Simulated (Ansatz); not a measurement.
Start from `CO[SiH3]` and change one atom or group to get `[SiH3][O][ZnH]`.

Ansatz, PBE0-D4/def2-TZVP geometries, multiplicity 1. 

Scalar relativity is left out up to krypton.

| property | `CO[SiH3]` |
| --- | --- |
| size of the dipole moment (ωB97M-V/def2-TZVPP) / D | 1.12 |
| HOMO energy (PBE/def2-TZVPP) / eV | -6.66 |
| ideal-gas entropy at 298 K and 1 bar (rigid rotor, harmonic PBE0-D4/def2-TZVP) / J/(mol·K) | 298 |
| size of the dipole moment (PBE/def2-TZVPP) / D | 1.04 |
| HOMO energy (B3LYP/def2-TZVPP) / eV | -7.97 |
| zero-point energy (PBE0-D4/def2-TZVP) / kJ/mol | 176.1 |

Question: What does the change do to each property? (Estimate.)

Answer: Computed: 
| property | `[SiH3][O][ZnH]` | shift |
| --- | --- | --- |
| size of the dipole moment (ωB97M-V/def2-TZVPP) / D | 1.75 | 0.63 |
| HOMO energy (PBE/def2-TZVPP) / eV | -6.81 | -0.15 |
| ideal-gas entropy at 298 K and 1 bar (rigid rotor, harmonic PBE0-D4/def2-TZVP) / J/(mol·K) | 331 | 33 |
| size of the dipole moment (PBE/def2-TZVPP) / D | 1.68 | 0.64 |
| HOMO energy (B3LYP/def2-TZVPP) / eV | -8.00 | -0.03 |
| zero-point energy (PBE0-D4/def2-TZVP) / kJ/mol | 93.0 | -83.1 |

The zero-point energy changes by -83.1 kJ/mol with -6 modes. Dipoles are sizes alone; their direction can turn. Modes under 60 cm⁻¹, often nearly free rotors, make the harmonic entropy too high.

B3LYP here is the variant with VWN-RPA as its local correlation; programs differ in this.
